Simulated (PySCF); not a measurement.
Planning a shielding job on `C(=O)(C)N[SiH3]`.

Method: GIAO BLYP/pcSseg-2 NMR shielding, non-relativistic, gas phase (PySCF 2.14.0, density-fitted response routines). Geometry: PBE0-D3(BJ)/def2-SVP. Work: shieldings, density fitting. A driver script takes a list of jobs; this job's settings line and coordinates (Å) are shown.

Command:
```bash
OMP_NUM_THREADS=1 python probes_run.py task.json out
```

Input:
```
{"job": {"kind": "nmr", "xc": "BLYP", "basis": "pcSseg-2", "pop": false}, "charge": 0, "multiplicity": 1}
C      1.959841     0.280049     0.250133
C      0.463852     0.352887     0.426474
O     -0.077156     1.048248     1.266133
N     -0.300646    -0.408391    -0.415560
Si    -2.058244    -0.307179    -0.214594
H      2.245465     0.628578    -0.754454
H      2.440294     0.913004     1.004460
H      2.314930    -0.756209     0.359116
H      0.154799    -0.988467    -1.109869
H     -2.483549    -0.786350     1.128344
H     -2.590552    -1.227743    -1.264284
H     -2.556270     1.072616    -0.464257
```

Hardware: an Arm Neoverse V2 with one thread, shared host with 96 logical CPUs at a one-minute load of 64. PySCF's memory limit was set to 1760 MB.

The basis has 285 functions.

Q: How long does the run take?

A: About 44 s. The SCF took 16 cycles.

Q: Estimate the peak memory.

A: About 0.87 GiB. Peak memory is the resident size of the whole Python process, interpreter and libraries included.

The SCF part of the output:
```
coarse grid: 10288 points
cycle   1  E = -499.7545169936  dE =  4.649e-01  |g| = 1.025e+00  |ddm| = 2.369e+00
cycle   2  E = -497.1362429058  dE =  2.618e+00  |g| = 3.070e+00  |ddm| = 6.750e+00
cycle   3  E = -499.8251970163  dE = -2.689e+00  |g| = 7.431e-01  |ddm| = 6.697e+00
cycle   4  E = -499.9423894469  dE = -1.172e-01  |g| = 2.651e-01  |ddm| = 5.686e-01
cycle   5  E = -499.9527863129  dE = -1.040e-02  |g| = 1.365e-01  |ddm| = 2.529e-01
cycle   6  E = -499.9567419762  dE = -3.956e-03  |g| = 3.285e-02  |ddm| = 1.054e-01
cycle   7  E = -499.9570019072  dE = -2.599e-04  |g| = 4.257e-03  |ddm| = 2.669e-02
cycle   8  E = -499.9570058152  dE = -3.908e-06  |g| = 1.019e-03  |ddm| = 4.464e-03
final grid: 94152 points
cycle   9  E = -499.9665119489  dE = -7.467e-05  |g| = 7.173e-03  |ddm| = 4.045e-02
cycle  10  E = -499.9664747830  dE =  3.717e-05  |g| = 1.501e-02  |ddm| = 1.171e-02
cycle  11  E = -499.9665192097  dE = -4.443e-05  |g| = 4.251e-03  |ddm| = 9.624e-03
cycle  12  E = -499.9665227205  dE = -3.511e-06  |g| = 5.506e-04  |ddm| = 3.204e-03
cycle  13  E = -499.9665227659  dE = -4.536e-08  |g| = 2.790e-04  |ddm| = 5.158e-04
cycle  14  E = -499.9665227809  dE = -1.497e-08  |g| = 7.512e-05  |ddm| = 1.876e-04
cycle  15  E = -499.9665227820  dE = -1.137e-09  |g| = 1.784e-05  |ddm| = 5.776e-05
cycle  16  E = -499.9665227821  dE = -7.651e-11  |g| = 4.654e-06  |ddm| = 1.813e-05
converged SCF energy = -499.9665227821
```

On the final grid dE counts from the start density on that grid.

The host was shared with other jobs, so the times are rough.
